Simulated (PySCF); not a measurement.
Can point charges reproduce the dipole moment of `FC[C@]1(Cl)C=C[SiH2]1`?

Coordinates (GFN2-xTB, Å) and charges (e) from the PBE0/pcSseg-1 density (PySCF):

```json
{"atom": "F1", "x": "-2.296", "y": "0.999", "z": "-0.225", "Mulliken": "-0.3358", "IAO": "-0.3251", "Hirshfeld": "-0.1216", "ESP-fitted": "-0.2252"}
{"atom": "C2", "x": "-1.661", "y": "-0.168", "z": "0.129", "Mulliken": "+0.3370", "IAO": "+0.0392", "Hirshfeld": "+0.0087", "ESP-fitted": "+0.0433"}
{"atom": "C3", "x": "-0.272", "y": "-0.229", "z": "-0.464", "Mulliken": "-0.6604", "IAO": "-0.2178", "Hirshfeld": "-0.0475", "ESP-fitted": "-0.1221"}
{"atom": "Cl4", "x": "-0.384", "y": "-0.779", "z": "-2.176", "Mulliken": "-0.0855", "IAO": "-0.1234", "Hirshfeld": "-0.0811", "ESP-fitted": "-0.1398"}
{"atom": "C5", "x": "0.699", "y": "-1.087", "z": "0.294", "Mulliken": "+0.0070", "IAO": "-0.1244", "Hirshfeld": "-0.0393", "ESP-fitted": "-0.1329"}
{"atom": "C6", "x": "1.693", "y": "-0.264", "z": "0.640", "Mulliken": "-0.3232", "IAO": "-0.4016", "Hirshfeld": "-0.1313", "ESP-fitted": "-0.3705"}
{"atom": "Si7", "x": "0.950", "y": "1.273", "z": "-0.183", "Mulliken": "+0.7564", "IAO": "+0.7564", "Hirshfeld": "+0.3482", "ESP-fitted": "+0.5416"}
{"atom": "H8", "x": "-1.593", "y": "-0.161", "z": "1.223", "Mulliken": "+0.1040", "IAO": "+0.1430", "Hirshfeld": "+0.0445", "ESP-fitted": "+0.1041"}
{"atom": "H9", "x": "-2.301", "y": "-0.991", "z": "-0.204", "Mulliken": "+0.1162", "IAO": "+0.1519", "Hirshfeld": "+0.0420", "ESP-fitted": "+0.1092"}
{"atom": "H10", "x": "0.579", "y": "-2.144", "z": "0.475", "Mulliken": "+0.1042", "IAO": "+0.1554", "Hirshfeld": "+0.0561", "ESP-fitted": "+0.1755"}
{"atom": "H11", "x": "2.575", "y": "-0.522", "z": "1.202", "Mulliken": "+0.1012", "IAO": "+0.1557", "Hirshfeld": "+0.0465", "ESP-fitted": "+0.1799"}
{"atom": "H12", "x": "0.446", "y": "2.330", "z": "0.686", "Mulliken": "-0.0646", "IAO": "-0.1095", "Hirshfeld": "-0.0640", "ESP-fitted": "-0.0809"}
{"atom": "H13", "x": "1.561", "y": "1.744", "z": "-1.416", "Mulliken": "-0.0566", "IAO": "-0.0998", "Hirshfeld": "-0.0610", "ESP-fitted": "-0.0822"}
```

Question: Compute μ = Σ q r for each scheme (1 e·Å = 4.803 D) and compare with the dipole of the full density.

Answer: The full density gives (1.51, -0.44, 2.37) D, 2.84 D in size; dipole vectors point from the negative to the positive end.

```tsv
scheme	μx	μy	μz	size (D)	share of the full size (%)	angle to the full dipole (°)
Mulliken	1.78	1.00	2.78	3.45	122	26
IAO	2.15	0.01	2.34	3.18	112	14
Hirshfeld	1.20	0.11	1.15	1.67	59	19
ESP-fitted	1.49	-0.44	2.44	2.89	102	1
```

Question: Which set comes closest?

Answer: Length of the difference vector: ESP-fitted 0.07 D, IAO 0.79 D, Hirshfeld 1.37 D, Mulliken 1.53 D. Closest: ESP-fitted. 

Question: What is left for the Hirshfeld atoms' own dipoles?

Answer: The Hirshfeld atoms' densities add up to the full density, so μ = Σ q r + Σ (atomic dipoles). The atomic dipoles sum to (1.51, -0.44, 2.37) − (1.20, 0.11, 1.15) = (0.31, -0.55, 1.22) D, 1.37 D in size.

Question: With the origin at the mean of the coordinates, (0.000, 0.000, -0.001) Å, which are the largest single terms, by size, of the IAO dipole along the direction of the full one?

Answer: C6 -2.84, F1 +2.43, H11 +1.83, Cl4 +1.12, H9 -0.90 D; all 13 atoms together +3.09 D. The single terms depend on the origin, their sum doesn't.

Question: Give the size of the full dipole in other units.

Answer: 2.84 D = 1.117 au = 0.591 e·Å = 9.47 × 10⁻³⁰ C·m.

One conformer (not necessarily the lowest) at the GFN2-xTB geometry, without solvent, vibrations or thermal averaging.

Shape of the structure used: `[F:1][CH2:2][C@:3]1([Cl:4])[CH:5]=[CH:6][SiH2:7]1`: F1–C2–C3–Cl4 -81°.
